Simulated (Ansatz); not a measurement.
The cluster Co₂Pt. Total charge 0; quintet. Geometry PBE-D4/def2-TZVP.

| atom | x (Å) | y (Å) | z (Å) |
| --- | --- | --- | --- |
| Pt1 | -1.354 | 0.125 | 0.273 |
| Co2 | 0.694 | -1.037 | 0.398 |
| Co3 | 0.660 | 0.911 | -0.670 |

In the def2 sets Pt takes a core potential; there is no spin–orbit coupling. LC-ωPBE has ω = 0.4 bohr⁻¹. HSE06 is defined as in plane-wave codes, on full-range PBE exchange. At PBE-D4/def2-TZVP, r2SCAN-D4/def2-TZVP, PBE0-D4/def2-TZVP, HSE06-D4/def2-TZVP the charge 0 quintet is spin-contaminated (final ⟨S²⟩ up to 6.51, 6.00 for a pure state). The structure comes from a short search, and lower isomers may exist.

Estimate the α-spin orbital energies around the gap (eV) in Ansatz with PBE-D4/def2-TZVP, r2SCAN-D4/def2-TZVP, PBE0-D4/def2-TZVP, HSE06-D4/def2-TZVP, LC-ωPBE/def2-TZVP.


| orbital | PBE-D4/def2-TZVP | r2SCAN-D4/def2-TZVP | PBE0-D4/def2-TZVP | HSE06-D4/def2-TZVP | LC-ωPBE/def2-TZVP |
| --- | --- | --- | --- | --- | --- |
| HOMO−9 | -5.98 | -6.56 | -7.72 | -7.34 | -9.99 |
| HOMO−8 | -5.33 | -6.20 | -7.57 | -7.17 | -9.31 |
| HOMO−7 | -5.10 | -5.99 | -7.29 | -6.90 | -9.05 |
| HOMO−6 | -4.86 | -5.92 | -6.70 | -6.30 | -9.02 |
| HOMO−5 | -4.73 | -5.44 | -6.63 | -6.24 | -8.72 |
| HOMO−4 | -4.68 | -5.08 | -5.73 | -5.34 | -7.98 |
| HOMO−3 | -4.64 | -4.93 | -5.70 | -5.31 | -7.93 |
| HOMO−2 | -4.58 | -4.76 | -5.56 | -5.17 | -7.79 |
| HOMO−1 | -4.43 | -4.57 | -5.49 | -5.10 | -7.71 |
| HOMO | -4.33 | -4.52 | -5.25 | -4.86 | -7.50 |
| LUMO | -3.42 | -3.17 | -2.52 | -2.88 | -0.42 |
| LUMO+1 | -3.04 | -2.97 | -2.14 | -2.49 | -0.12 |
| LUMO+2 | -1.10 | -0.99 | -0.34 | -0.69 | 1.56 |
| LUMO+3 | -0.52 | -0.22 | 0.30 | -0.06 | 2.13 |
| LUMO+4 | 0.10 | 0.33 | 0.90 | 0.54 | 2.84 |
| LUMO+5 | 0.34 | 0.47 | 1.18 | 0.81 | 3.38 |
| β HOMO | -3.51 | -3.97 | -4.70 | -4.30 | -7.22 |
| β LUMO | -3.05 | -3.06 | -2.12 | -2.49 | -0.02 |
